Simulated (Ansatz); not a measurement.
Geometry optimisation, Ansatz 0.2.0, UKS PBE/def2-SVP.

Input file:

```yaml
crystal:
  periodic: [false, false, false]
  atoms:
    - { symbol: F, position_ang: [1.6913, 0.3357, 0.9779] }
    - { symbol: C, position_ang: [1.413, 0.4797, -0.3697] }
    - { symbol: S, position_ang: [0.3799, -0.8975, -0.9407] }
    - { symbol: Si, position_ang: [-1.2618, -0.6491, 0.2684] }
    - { symbol: Cl, position_ang: [-2.2294, 1.109, -0.2292] }
    - { symbol: H, position_ang: [1.19962, -1.45723, -1.89943] }
    - { symbol: H, position_ang: [0.9641, 1.4467, -0.5672] }
    - { symbol: H, position_ang: [-2.2612, -1.7299, -0.0362] }
    - { symbol: H, position_ang: [-0.9922, -0.6185, 1.7567] }
magnetization:
  spin_polarized: true
basis:
  gaussian: { orbitals: def2-SVP }
hamiltonian:
  xc: pbe
relax:
  f_tol: 0.02
  max_steps: 50
output:
  orbitals: {}
```

Run as:

```bash
$ ansatz run input.yaml --threads 2 --pin off --max-ram 3072MiB --backend cpu --events-out ev --progress --plain --runs-dir out
```

Where does it end, and by what steps?

It converged. After 25 steps the energy has fallen by 4.072 eV; F1 moved furthest, 1.27 Å. Parted: S3–Si4. Joined: C2–Si4.

```json
{"step": "0", "energy less start (eV)": "0.0000", "largest force component (eV/Å)": "1.824", "accepted": "yes"}
{"step": "1", "energy less start (eV)": "-0.4092", "largest force component (eV/Å)": "1.148", "accepted": "yes"}
{"step": "2", "energy less start (eV)": "-0.4893", "largest force component (eV/Å)": "1.026", "accepted": "yes"}
{"step": "3", "energy less start (eV)": "-0.6118", "largest force component (eV/Å)": "1.255", "accepted": "yes"}
{"step": "4", "energy less start (eV)": "-0.8217", "largest force component (eV/Å)": "2.198", "accepted": "yes"}
{"step": "5", "energy less start (eV)": "-1.2423", "largest force component (eV/Å)": "2.497", "accepted": "yes"}
{"step": "6", "energy less start (eV)": "-1.7383", "largest force component (eV/Å)": "1.832", "accepted": "yes"}
{"step": "7", "energy less start (eV)": "-2.1722", "largest force component (eV/Å)": "3.228", "accepted": "yes"}
{"step": "8", "energy less start (eV)": "-2.8155", "largest force component (eV/Å)": "1.329", "accepted": "yes"}
{"step": "9", "energy less start (eV)": "-3.4445", "largest force component (eV/Å)": "0.623", "accepted": "yes"}
{"step": "10", "energy less start (eV)": "-3.7820", "largest force component (eV/Å)": "0.340", "accepted": "yes"}
{"step": "11", "energy less start (eV)": "-3.8699", "largest force component (eV/Å)": "1.215", "accepted": "yes"}
{"step": "12", "energy less start (eV)": "-3.9612", "largest force component (eV/Å)": "0.263", "accepted": "yes"}
{"step": "13", "energy less start (eV)": "-3.9924", "largest force component (eV/Å)": "0.158", "accepted": "yes"}
{"step": "14", "energy less start (eV)": "-4.0009", "largest force component (eV/Å)": "0.507", "accepted": "yes"}
{"step": "15", "energy less start (eV)": "-4.0144", "largest force component (eV/Å)": "0.183", "accepted": "yes"}
{"step": "16", "energy less start (eV)": "-4.0310", "largest force component (eV/Å)": "0.208", "accepted": "yes"}
{"step": "17", "energy less start (eV)": "-4.0467", "largest force component (eV/Å)": "0.328", "accepted": "yes"}
{"step": "18", "energy less start (eV)": "-4.0584", "largest force component (eV/Å)": "0.245", "accepted": "yes"}
{"step": "19", "energy less start (eV)": "-4.0663", "largest force component (eV/Å)": "0.093", "accepted": "yes"}
{"step": "20", "energy less start (eV)": "-4.0659", "largest force component (eV/Å)": "0.404", "accepted": "no"}
{"step": "21", "energy less start (eV)": "-4.0691", "largest force component (eV/Å)": "0.037", "accepted": "yes"}
{"step": "22", "energy less start (eV)": "-4.0705", "largest force component (eV/Å)": "0.089", "accepted": "yes"}
{"step": "23", "energy less start (eV)": "-4.0722", "largest force component (eV/Å)": "0.042", "accepted": "yes"}
{"step": "24", "energy less start (eV)": "-4.0723", "largest force component (eV/Å)": "0.027", "accepted": "yes"}
{"step": "25", "energy less start (eV)": "-4.0724", "largest force component (eV/Å)": "0.014", "accepted": "yes"}
```

```xyz
9
Properties=species:S:1:pos:R:3
F 1.358 -0.879 0.798
C 0.587 -0.185 -0.148
S 0.618 -0.957 -1.787
Si -1.198 -0.184 0.561
Cl -2.392 1.145 -0.503
H 1.827 -0.467 -2.185
H 0.985 0.851 -0.222
H -1.763 -1.569 0.458
H -1.119 0.264 1.988
```

The run took 100 s on 2 threads of Arm Neoverse V2, with other jobs on the host, peak memory 0.24 GiB.
